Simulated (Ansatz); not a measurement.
`FB1SC1[SiH3]` + `CN[SiH](O)O` → `CN([SiH3])[SiH](O)O` + `FB1CS1`  (ligand exchange at the Si–C bond)

Gas-phase electronic energies from Ansatz, PBE0-D4/def2-TZVP geometries. CCSD(T)/CBS is the MP2 limit (def2-TZVPP, def2-QZVPP) plus CCSD(T) − MP2 in def2-TZVPP, frozen cores. Functionals use def2-TZVPP. Each species was taken in one conformer, which may not be the lowest.

`FB1SC1[SiH3]`:

Cartesian coordinates in Å:
```
F 0.042 0.202 -2.803
B 0.531 0.325 -1.599
S 2.005 0.207 -0.670
C 0.213 0.665 -0.152
Si -0.570 -0.539 1.042
H 0.125 1.719 0.114
H -0.473 -1.906 0.474
H -1.999 -0.175 1.240
H 0.126 -0.499 2.354
```

`CN[SiH](O)O`:

```xyz
12

C    -1.037    0.179    1.350
N    -0.406    0.831    0.221
Si    0.540    0.058   -0.956
O     1.894   -0.641   -0.329
O    -0.243   -1.203   -1.651
H    -2.091   -0.059    1.169
H    -0.523   -0.761    1.563
H    -0.973    0.795    2.253
H    -0.790    1.733   -0.007
H     0.871    1.113   -1.946
H     2.462   -0.077    0.196
H     0.296   -1.968   -1.863
```

`CN([SiH3])[SiH](O)O`:

Z-matrix (Å, degrees):
```
C
N 1 1.465
H 1 1.094 2 110.5
H 1 1.095 2 112.3 3 -120.0
H 1 1.094 2 110.9 3 118.8
Si 2 1.725 1 116.4 3 -162.8
Si 2 1.721 1 115.4 3 24.6
H 6 1.491 2 113.5 1 -75.3
H 6 1.487 2 109.6 1 163.7
H 6 1.488 2 108.6 1 44.2
O 7 1.634 2 114.3 1 62.7
O 7 1.638 2 109.3 1 -177.0
H 7 1.478 2 108.2 1 -52.2
H 11 0.959 7 117.7 2 72.4
H 12 0.958 7 118.5 2 41.9
```

`FB1CS1`:

```xyz
6

F    -1.611   -0.742    1.158
B    -0.792   -0.137    0.338
C     0.646   -0.016   -0.146
S    -0.707    1.073   -0.914
H     1.074   -0.728   -0.846
H     1.389    0.550    0.410
```

| level | ΔE (kJ/mol) |
| --- | --- |
| PBE0-D4 | -38.8 |
| CCSD(T)/def2-TZVPP | -43.4 |

**Question.** What does CCSD(T)/CBS give? (Estimate.)

**Answer.** Ansatz gave: -41.5 kJ/mol. The listed levels differ from it by 2.7, -1.9 kJ/mol.

Largest T1 diagnostic among the species: 0.014.

The D4 term adds −4.9 kJ/mol with B3LYP and −2.8 kJ/mol with PBE0; it sums over pairs of atoms, weighted by their polarisabilities, and B3LYP, whose exchange is more repulsive, gets the larger term.

B3LYP here is the variant with VWN-RPA as its local correlation; programs differ in this.
